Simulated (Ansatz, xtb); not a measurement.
**Relative energy of two isomers of CH7FOSi3**

Structure a: `O=C[SiH2][SiH2][SiH2]F`, a singlet. Structure b: `O=C[SiH2][Si@@H](F)[SiH3]`, a singlet. Both are isolated molecules in the gas phase, relaxed with B3LYP/def2-SVP; each stands in its lowest conformer found.

Quicker runs give these differences E(b) − E(a): GFN2-xTB +6.2 kJ/mol; HF/STO-3G −5.2 kJ/mol (at GFN2-xTB geometries); r2SCAN-D4/def2-SVP +21.2 kJ/mol (at GFN2-xTB geometries).

Task: Which of the two would you expect CCSD(T)/def2-SVP + ΔMP2/def2-TZVPP electronic energies to favour?

Result: Structure a; the calculation gives E(b) − E(a) = +17.9 kJ/mol.

Level by level:

```csv
level,geometry,E(b) − E(a) (kJ/mol),departure from the last row (kJ/mol),"job, with rough time for the two"
GFN2-xTB,GFN2-xTB,+6.2,−11.7,"optimisation, 1.2 s"
HF/STO-3G,GFN2-xTB,−5.2,−23.0,"single point, 0.88 s"
r2SCAN-D4/def2-SVP,GFN2-xTB,+21.2,+3.4,"single point, 5.5 s"
B3LYP/def2-SVP,B3LYP/def2-SVP,+14.7,−3.2,"optimisation, 3.7 min"
HF/def2-SVP,B3LYP/def2-SVP,+16.1,−1.7,part of the CCSD(T) run
MP2/def2-SVP,B3LYP/def2-SVP,+20.0,+2.2,part of the CCSD(T) run
CCSD(T)/def2-SVP,B3LYP/def2-SVP,+18.9,+1.1,single point
CCSD(T)/def2-SVP + ΔMP2/def2-TZVPP,B3LYP/def2-SVP,+17.9,,"single point, 69 s"
```

As drawn, both hold the same kinds of bond in the same numbers.

HF/STO-3G puts the two in the other order. The largest departure from CCSD(T)/def2-SVP + ΔMP2/def2-TZVPP is that of HF/STO-3G, 23.0 kJ/mol. The last row adds to CCSD(T) the change of the MP2 difference between the two basis sets, here −1.1 kJ/mol.

With thermal terms from frequencies at re-optimised GFN2-xTB minima (ideal gas, soft modes damped towards free rotors, one conformer each, 298.15 K, 1 atm): on the last row, ΔE + ΔZPE = +15.8, ΔH = +17.0, ΔG = +13.6 kJ/mol.

The correlated steps freeze 18 core orbitals. Mirror images aren't counted in ΔG. Codes used: Ansatz 0.2.0, xtb 6.7.1; the last row on 2 threads of Intel(R) Xeon(R) Platinum 8259CL CPU @ 2.50GHz (Skylake/Cascade Lake) on a shared host.
